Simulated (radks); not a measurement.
Valence configurations of Al III (all share [Ne]). All-electron calculation, non-relativistic Kohn-Sham, PBE, spin-polarised, spherical densities, point nucleus; open shells are filled with parallel spins first. Program: a radial shooting solver on a logarithmic mesh with Libxc functionals. Order these by energy: 3s0.5 3p0.5; 3s1; 3p1.

Answer. From the lowest, in eV above it: 3s1 0.000; 3s0.5 3p0.5 3.283; 3p1 6.563. NIST lists [Ne] 3s1 as the ground configuration; this level of theory agrees among the configurations tried. The energies are those of spherical high-spin densities, not of single terms.
